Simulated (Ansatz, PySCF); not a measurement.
Nb(F)4(SH) (F₄HNbS), SMILES [F][Nb]([F])([F])([F])[SH], multiplicity 1.

The structure is a stationary point at PBE-D3(BJ)/def2-SVP. The multiplicity is an assumed one; no other spin state was optimised. The structure was generated by enumeration; whether it is a known compound was not checked. The def2 effective core potentials stand for the cores of Nb; spin–orbit coupling is left out. The values are those of a single conformer.

Vertical ionisation energy (IE) and electron affinity (EA) in eV. Rows of orbital energies are one-electron estimates. Where ΔSCF, EOM or ADC give a negative EA the extra electron is unbound and the value depends on the basis.

| level | IE | EA |
|---|---|---|
| −ε(HOMO), −ε(LUMO), CAM-B3LYP/def2-TZVP (PySCF) | 10.04 | 2.68 |
| −ε(HOMO), −ε(LUMO), PBE/def2-TZVP (PySCF) | 7.41 | 4.50 |
| ΔSCF, PBE0/def2-SVPD (Ansatz), final states of multiplicity 2 and 2 | 10.93 | 1.94 |
| ΔSCF, PBE/def2-SVPD (Ansatz), final states of multiplicity 2 and 2 | 10.77 | 1.41 |

**Question.** What vertical singlet–triplet gap does ΔSCF give with PBE0/def2-SVPD (Ansatz, a program for electronic structure) and with PBE/def2-SVPD (Ansatz)? (An estimate is asked for; the answer gives what the named calculation found.)

**Answer.** 3.43 and 3.80 eV (triplet above singlet where positive).
